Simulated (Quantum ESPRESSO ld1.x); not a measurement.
Input file for ld1.x (Quantum ESPRESSO 7.5):

```
 &input
    zed=42.0,
    iswitch=1,
    rel=2,
    dft='B86BPBE',
    config='[Kr] 4d4 5s0 5p0',
    rel_dist='average',
    verbosity='high',
    lsmall=.true.,
    prefix='ld1',
    max_out_wfc=37,
    file_charge='ld1.rho',
 /
```

Command: `OMP_NUM_THREADS=1 ld1.x < ld1.in > ld1.out`

Output (excerpt):

```
     Program LD1 v.7.5 starts

     --------------------------- All-electron run ----------------------------

     dirac relativistic calculation

     atomic number is 42.00
     dft =B86BPBE   lsd =0 sic =0 latt =0  beta=0.20 tr2=1.0E-14
     Exchange-correlation= B86BPBE
                           (   1   4  22   4   0   0   0)
     mesh =2043 r(mesh) =  99.31835 a.u. xmin = -8.00 dx = 0.00800
     1 Ry =  13.60569312 eV, c = 137.03599908

     n l j   nl                  e(Ry)          e(Ha)          e(eV)
     Spin orbit split results
     1 0 0.5 1S 1( 2.00)   -1457.818403274    -728.909201637 -19834.6298240
     2 0 0.5 2S 1( 2.00)    -207.027337985    -103.513668993  -2816.7504287
     2 1 0.5 2P 1( 2.00)    -190.556447024     -95.278223512  -2592.6525408
     2 1 1.5 2P 1( 4.00)    -182.722108123     -91.361054062  -2486.0609299
     3 0 0.5 3S 1( 2.00)     -36.379363547     -18.189681774   -494.9664564
     3 1 0.5 3P 1( 2.00)     -30.112210992     -15.056105496   -409.6975020
     3 1 1.5 3P 1( 4.00)     -28.822395796     -14.411197898   -392.1486723
     4 0 0.5 4S 1( 2.00)      -6.082157047      -3.041078524    -82.7519623
     4 1 0.5 4P 1( 2.00)      -4.298036569      -2.149018284    -58.4777666
     4 1 1.5 4P 1( 4.00)      -4.113023212      -2.056511606    -55.9605316
     3 2 1.5 3D 1( 4.00)     -17.747569817      -8.873784909   -241.4679886
     3 2 2.5 3D 1( 6.00)     -17.503391997      -8.751695999   -238.1457801
     4 2 1.5 4D 1( 1.60)      -1.543211612      -0.771605806    -20.9964636
     4 2 2.5 4D 1( 2.40)      -1.524799248      -0.762399624    -20.7459506
     5 0 0.5 5S 1( 0.00)      -1.301196027      -0.650598014    -17.7036738
     5 1 0.5 5P 1( 0.00)      -0.945285340      -0.472642670    -12.8612622
     5 1 1.5 5P 1( 0.00)      -0.924203454      -0.462101727    -12.5744286
     Averaged results
     1 0     1S 1( 2.00)   -1457.818403274    -728.909201637 -19834.6298240
     2 0     2S 1( 2.00)    -207.027337985    -103.513668993  -2816.7504287
     2 1     2P 1( 6.00)    -185.333554424     -92.666777212  -2521.5914669
     3 0     3S 1( 2.00)     -36.379363547     -18.189681774   -494.9664564
     3 1     3P 1( 6.00)     -29.252334195     -14.626167097   -397.9982822
     4 0     4S 1( 2.00)      -6.082157047      -3.041078524    -82.7519623
     4 1     4P 1( 6.00)      -4.174694331      -2.087347166    -56.7996100
     3 2     3D 1(10.00)     -17.601063125      -8.800531563   -239.4746635
     4 2     4D 1( 4.00)      -1.532164194      -0.766082097    -20.8461558
     5 0     5S 1( 0.00)      -1.301196027      -0.650598014    -17.7036738
     5 1     5P 1( 0.00)      -0.931230749      -0.465615375    -12.6700398

     final scf error:  1.4E-15 reached in  22 iterations

     Etot =   -8097.885498 Ry,   -4048.942749 Ha, -110177.345037 eV

     Ekin =    8397.135936 Ry,    4198.567968 Ha,  114248.854662 eV
     Encl =  -19510.607136 Ry,   -9755.303568 Ha, -265455.333339 eV
     Eh   =    3263.123993 Ry,    1631.561996 Ha,   44397.063667 eV
     Exc  =    -247.538291 Ry,    -123.769146 Ha,   -3367.930027 eV
```

Run on one thread of a shared host, so times are rough (Intel(R) Xeon(R) Processor @ 2.60GHz): 0.66 s of CPU time, 1 s wall, 22 iterations on 2043 mesh points.
